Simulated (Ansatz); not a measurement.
Calculated with Ansatz (gas phase, PBE0-D4/def2-TZVP geometries, no zero-point term in ΔE). CCSD(T)/CBS is the MP2 limit (def2-TZVPP, def2-QZVPP) plus CCSD(T) − MP2 in def2-TZVPP, frozen cores. DFT in def2-TZVPP. HSE06 is defined as in plane-wave codes. Elements past krypton have def2 core potentials. For In outer-core shells are correlated without core-valence functions, which leaves a few kJ/mol of doubt a bond. Each species was taken in one conformer, which may not be the lowest.

Consider the formal exchange of groups at a C–C bond: `CC(C)[SiH3]` + `C[O][InH][CH3]` → `CC[O][InH][CH3]` + `CC[SiH3]`.

`CC(C)[SiH3]`:

```xyz
14

C    -0.406   -0.898    1.157
C    -0.324   -0.237   -0.216
C     0.897   -0.718   -0.995
Si   -0.335    1.641   -0.065
H    -1.299   -0.592    1.708
H    -0.431   -1.989    1.064
H     0.465   -0.644    1.769
H    -1.225   -0.501   -0.784
H     1.824   -0.455   -0.475
H     0.944   -0.282   -1.996
H     0.885   -1.807   -1.107
H    -0.300    2.280   -1.410
H     0.860    2.095    0.701
H    -1.555    2.107    0.650
```

`C[O][InH][CH3]`:

Z-matrix (Å, degrees):
```
C
O 1 1.395
H 1 1.102 2 114.0
H 1 1.098 2 110.6 3 120.7
H 1 1.099 2 110.6 3 -120.7
In 2 1.997 1 123.9 3 -0.1
C 6 2.141 2 112.6 1 0.0
H 6 1.707 2 110.0 1 -180.0
H 7 1.091 6 109.5 2 -58.8
H 7 1.089 6 111.3 2 -179.6
H 7 1.091 6 109.5 2 59.7
```

`CC[O][InH][CH3]`:

Z-matrix (Å, degrees):
```
C
C 1 1.516
H 1 1.095 2 110.8
H 1 1.092 2 110.2 3 -119.6
H 1 1.094 2 111.3 3 119.9
O 2 1.398 1 112.4 3 63.9
H 2 1.099 1 109.1 3 -176.4
H 2 1.103 1 108.9 3 -61.0
In 6 2.000 2 123.0 1 -81.0
C 9 2.141 6 113.7 2 -4.4
H 9 1.708 6 109.8 2 176.3
H 10 1.090 9 111.1 6 -141.4
H 10 1.092 9 109.4 6 99.0
H 10 1.090 9 109.8 6 -20.2
```

`CC[SiH3]`:

Z-matrix (Å, degrees):
```
C
C 1 1.526
H 1 1.093 2 111.4
H 1 1.093 2 111.6 3 120.1
H 1 1.093 2 111.4 3 -119.8
Si 2 1.876 1 113.4 3 59.9
H 2 1.095 1 110.5 3 -178.6
H 2 1.095 1 110.5 3 -61.7
H 6 1.489 2 110.4 1 -59.6
H 6 1.489 2 110.4 1 59.7
H 6 1.489 2 111.1 1 -180.0
```

(1) Is it downhill or uphill in electronic energy at CCSD(T)/CBS, and by how much? (Estimate.)

(2) What do these levels give: LDA (SPW92), revPBE-D4, BLYP-D4, r2SCAN-D4, r2SCAN0-D4, ωB97X-V, B2PLYP, HSE06, BHLYP, MP2/def2-TZVPP, CCSD/def2-TZVPP, MP2/def2-QZVPP? (Estimate.)

Largest T1 diagnostic among the species: 0.015.

Results:

(1) The calculation gave: Downhill: ΔE = -18.3 kJ/mol.

(2) Ansatz gave: LDA (SPW92) -17.7, revPBE-D4 -16.1, BLYP-D4 -17.7, r2SCAN-D4 -18.9, r2SCAN0-D4 -18.7, ωB97X-V -18.1, B2PLYP -19.0, HSE06 -18.7, BHLYP -19.9, MP2/def2-TZVPP -16.7, CCSD/def2-TZVPP -18.3, MP2/def2-QZVPP -16.8 kJ/mol.

Leaving LDA and LC-ωPBE aside and taking each functional with its dispersion term where it has one, the values, not all of them listed here, spread over 3.8 kJ/mol, from B97M-V to revPBE-D4.
